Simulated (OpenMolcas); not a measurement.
A calculation on Nd2+.

```json
{"Program": "OpenMolcas 26.06", "Method": "RASSCF", "Basis": "ANO-RCC-VTZP [8s7p5d3f2g1h]", "Scalar Hamiltonian": "DKH2, point nucleus", "Active space": "4 electrons in 12 orbitals (RAS2 4f; RAS3 5d, at most 1 electron)", "State averaging": "2S+1 = 5 even, 35 roots (30 in the spin-orbit step); 2S+1 = 3 even, 126 roots kept (CI in the orbitals of an earlier block, 52 in the spin-orbit step); 2S+1 = 1 even, 122 roots kept (CI in the orbitals of an earlier block, 0 in the spin-orbit step); 2S+1 = 5 odd, 175 roots (90 in the spin-orbit step); 2S+1 = 3 odd, 128 roots kept (CI in the orbitals of an earlier block, 112 in the spin-orbit step); 2S+1 = 1 odd, 118 roots kept (CI in the orbitals of an earlier block, 13 in the spin-orbit step)", "Spin-orbit coupling": "state interaction with AMFI integrals over the reference wave functions, term energies averaged over their components"}
```

Which level of the active space comes out lowest?

4f⁴ ⁵I₄, with 98 % of that term; it is also the measured ground level.

How high does 4f³ 5d ⁵L°₇ lie?

5489 cm⁻¹ above the lowest level; measured 16953 cm⁻¹ above the ground level, so the calculation is off by -68 %.

How high does 4f³ 5d ⁵K°₆ lie?

5562 cm⁻¹ above the lowest level; measured 16938 cm⁻¹ above the ground level, so the calculation is off by -67 %.

How high does 4f³ 5d ⁵L°₆ lie?

3654 cm⁻¹ above the lowest level; measured 15158 cm⁻¹ above the ground level, so the calculation is off by -76 %.

The level at 3911 cm⁻¹ has J = 5. What is it made of, and what is its g factor?

93 % 4f³ 5d ⁵K°₅, 6 % 4f³ 5d ³I°(1); g = 0.678, against 0.666 from Landé's formula for the pure leading term.

Measured values: Ding et al., The Spectrum and Energy Levels of the Low-lying Configurations of Nd III (preprint, 2023).

High states are left out of the spin-orbit mixing, which shifts the levels that they would mix with. Without dynamic correlation excited terms often stand tens of per cent too high (terms of higher spin than the ground term too low), and those without a measured partner can miss by more than the paired ones. Measured partners are found by configuration, term and J. A level has none where our copy of the source lacks it or the pairing is in doubt (some pairs that miss far off the trend of their configuration count as doubtful), and it then counts in no deviation. Levels of configurations outside the active space are missing.

A number in round brackets counts repeated terms of one configuration in the order of the reference energies. ° marks odd parity.
